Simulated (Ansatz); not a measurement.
Two isomers of C2H6O2Sn: A = `C[O][Sn][O]C`, B = `[CH3][SnH]([OH])[CH]=O`.

Gas-phase electronic energies from Ansatz, PBE0-D4/def2-TZVP geometries. CBS: MP2 limit from def2 TZ/QZ plus the TZ coupled-cluster correction, frozen cores. DFT in def2-TZVPP. B3LYP here is the variant with VWN-RPA as its local correlation; programs differ in this. def2 core potentials past Kr. For Sn outer-core shells are correlated without core-valence functions, which leaves a few kJ/mol of doubt a bond. One conformer a species, not always the lowest.

A:

```xyz
11

C     1.500   -0.388    0.813
O     1.128    0.893    1.236
Sn   -0.502    1.998    1.088
O    -1.602    0.994   -0.208
C    -1.381   -0.085   -1.071
H     0.648   -1.074    0.731
H     2.207   -0.816    1.532
H     1.999   -0.354   -0.164
H    -1.653   -1.035   -0.595
H    -2.006    0.030   -1.963
H    -0.338   -0.162   -1.400
```

B:

Z-matrix (Å, degrees):
```
C
Sn 1 2.126
H 1 1.090 2 108.5
H 1 1.090 2 109.9 3 119.7
H 1 1.089 2 110.0 3 -119.6
O 2 1.977 1 105.6 3 38.5
C 2 2.210 1 111.0 3 -75.1
H 2 1.716 1 114.9 3 157.5
H 6 0.959 2 113.8 1 141.5
O 7 1.199 2 121.5 1 -52.8
H 7 1.117 2 118.3 1 126.2
```

Q: Which isomer does CCSD(T)/CBS put lower? Give the gap. (An estimate is asked.)

A: Ansatz gave: A, by 25.9 kcal/mol.

Q: Give E(B) − E(A) in kcal/mol with BLYP-D4, HF/def2-TZVPP, MP2/def2-TZVPP, B3LYP-D4, LDA (SPW92), B2PLYP, CCSD(T)/def2-SVP. (Estimate.)

A: Ansatz gave: BLYP-D4 32.3, HF/def2-TZVPP 25.4, MP2/def2-TZVPP 26.2, B3LYP-D4 31.4, LDA (SPW92) 31.4, B2PLYP 29.0, CCSD(T)/def2-SVP 27.4. None reverses the order clearly.

Q: Does the order hold for the free energy at 298.15 K (harmonic terms from PBE0-D4)? (Estimate.)

A: The calculation gave: Yes: G(B) − G(A) = +19.1 kcal/mol, for one conformer each. Modes under 60 cm⁻¹, often nearly free rotors, make the harmonic entropy too high.

Largest T1 diagnostic: 0.017.

Leaving LDA and LC-ωPBE aside and taking each functional with its dispersion term where it has one, the values, not all of them listed here, spread over 6.4 kcal/mol, from PBE-QIDH to BLYP-D4. LDA lies +3.4 kcal/mol from PBE without D4. The D4 term adds +1.0 kcal/mol with B3LYP and +0.5 kcal/mol with PBE0; it sums over pairs of atoms, weighted by their polarisabilities, and B3LYP, whose exchange is more repulsive, gets the larger term.
